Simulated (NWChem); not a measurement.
System: AuCl; SMILES [Cl][Au]

Input file for NWChem:

```
start job
memory heap 200 mb stack 900 mb global 1100 mb
geometry units angstroms noautosym nocenter noautoz
  Au     0.000000     0.000000    -0.404103
  Cl     0.000000     0.000000     1.848869
end
basis spherical
  * library def2-svp
end
ecp
  Au library def2-ecp
end
dft
  xc hfexch
  iterations 150
end
property
  response 1 0.0
end
task dft property
```

The geometry was optimised at PBE0/def2-SVP. def2 effective core potentials on Au; no spin-orbit coupling.

Static field.

Question: Give the results of this calculation. (Hartree-Fock/def2-SVP with def2 effective core potentials on Au.) Quantities: basis functions; isotropic polarisability (bohr³); anisotropy (bohr³).

Answer: The number of basis functions comes out as 50. The isotropic polarisability (bohr³) is 31.0 and the anisotropy (bohr³) is 16.8.
